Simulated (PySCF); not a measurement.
B3LYP has the VWN-RPA correlation part, as in Gaussian. Delta-SCF ions had no search for a lower state. Excitations are Tamm–Dancoff values on a coarser integration grid. The basis has no diffuse functions, so Rydberg states are missing or too high.

Cartesian coordinates (Å):
SMILES: [H]/N=C/OC=O
```xyz
8

N     -1.6222     1.0787    -0.3268
C     -0.7345     0.2920     0.0659
O      0.4663     0.3088    -0.5986
C      1.4376    -0.5320    -0.1772
O      1.3602    -1.2991     0.7304
H     -2.4580     0.9704     0.2411
H     -0.7682    -0.4294     0.8813
H      2.3189    -0.3893    -0.8161
```
Charge 0, multiplicity 1.

**Question.** Predict the HOMO, vertical ionisation energy (Delta-SCF), S1 excitation (TDA), LUMO and total energy from B3LYP-D3(BJ)/def2-TZVP // PBE0-D4/def2-TZVP (PySCF 2.14.0).

**Answer.** 
HOMO: -8.14 eV
vertical ionisation energy (Delta-SCF): 10.64 eV
S1 excitation (TDA): 5.33 eV
LUMO: -1.39 eV
total energy: -7709.73 eV
